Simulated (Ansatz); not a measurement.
Gas-phase electronic energies from Ansatz, PBE0-D4/def2-TZVP geometries. CCSD(T)/CBS is the MP2 limit (def2-TZVPP, def2-QZVPP) plus CCSD(T) − MP2 in def2-TZVPP, frozen cores. Functionals use def2-TZVPP. B3LYP here is the variant with VWN-RPA as its local correlation; programs differ in this. Each species was taken in one conformer, which may not be the lowest.

`OC(O)([SiH3])[SiH3]` → `C[SiH2]O[SiH2]O`  (isomerisation)

`OC(O)([SiH3])[SiH3]`:

Cartesian coordinates in Å:
```
O 0.147 1.605 -0.606
C 0.335 0.330 -0.014
O 1.528 0.263 0.748
Si -1.169 -0.124 1.070
Si 0.593 -0.875 -1.473
H -0.151 2.235 0.060
H 1.408 0.721 1.587
H -1.005 -1.457 1.702
H -2.436 -0.069 0.299
H -1.199 0.924 2.138
H 1.778 -0.450 -2.257
H -0.624 -0.861 -2.324
H 0.794 -2.243 -0.930
```

`C[SiH2]O[SiH2]O`:

Z-matrix (Å, degrees):
```
C
Si 1 1.860
H 1 1.093 2 111.2
H 1 1.093 2 110.9 3 -120.6
H 1 1.094 2 110.3 3 119.8
O 2 1.644 1 111.3 3 60.0
H 2 1.486 1 110.8 3 -59.3
H 2 1.488 1 110.2 3 -179.5
Si 6 1.628 2 142.8 1 28.7
O 9 1.642 6 112.3 2 49.1
H 9 1.483 6 106.5 2 170.8
H 9 1.480 6 110.2 2 -67.2
H 10 0.958 9 118.1 6 72.5
```

```json
{"level": "r2SCAN-D4", "ΔE (kJ/mol)": "-505.5", "difference from CCSD(T)/CBS": "10.5"}
{"level": "B3LYP-D4", "ΔE (kJ/mol)": "-503.7", "difference from CCSD(T)/CBS": "12.3"}
{"level": "ωB97X-V", "ΔE (kJ/mol)": "-498.1", "difference from CCSD(T)/CBS": "17.9"}
{"level": "ωB97M-V", "ΔE (kJ/mol)": "-505.4", "difference from CCSD(T)/CBS": "10.6"}
{"level": "B2PLYP", "ΔE (kJ/mol)": "-518.7", "difference from CCSD(T)/CBS": "-2.7"}
{"level": "r2SCAN", "ΔE (kJ/mol)": "-505.8", "difference from CCSD(T)/CBS": "10.2"}
{"level": "PBE0", "ΔE (kJ/mol)": "-489.9", "difference from CCSD(T)/CBS": "26.1"}
{"level": "HF/def2-TZVPP", "ΔE (kJ/mol)": "-554.9", "difference from CCSD(T)/CBS": "-38.9"}
{"level": "MP2/def2-TZVPP", "ΔE (kJ/mol)": "-529.8", "difference from CCSD(T)/CBS": "-13.8"}
{"level": "SCS-MP2/def2-TZVPP", "ΔE (kJ/mol)": "-527.3", "difference from CCSD(T)/CBS": "-11.3"}
{"level": "CCSD/def2-TZVPP", "ΔE (kJ/mol)": "-519.1", "difference from CCSD(T)/CBS": "-3.1"}
{"level": "CCSD(T)/def2-TZVPP", "ΔE (kJ/mol)": "-510.1", "difference from CCSD(T)/CBS": "5.9"}
{"level": "HF/def2-QZVPP", "ΔE (kJ/mol)": "-559.3", "difference from CCSD(T)/CBS": "-43.3"}
{"level": "MP2/def2-QZVPP", "ΔE (kJ/mol)": "-534.7", "difference from CCSD(T)/CBS": "-18.7"}
{"level": "SCS-MP2/def2-QZVPP", "ΔE (kJ/mol)": "-532.5", "difference from CCSD(T)/CBS": "-16.5"}
{"level": "MP2/CBS(def2)", "ΔE (kJ/mol)": "-535.8", "difference from CCSD(T)/CBS": "-19.8"}
{"level": "CCSD(T)/CBS", "ΔE (kJ/mol)": "-516.0", "difference from CCSD(T)/CBS": "0"}
```

Largest T1 diagnostic among the species: 0.013.

In def2-TZVPP, CCSD(T) changes the Hartree–Fock value by +44.9 kJ/mol (the triples alone add +9.0 kJ/mol) and MP2 by +25.1 kJ/mol. From PBE to PBE0 (25 % exact exchange), in def2-TZVPP and without D4, ΔE moves by −23.7 kJ/mol.

CCSD(T)/CBS has its own doubt, a few kJ/mol and more with outer-core shells, so smaller differences from it don't rank the levels.
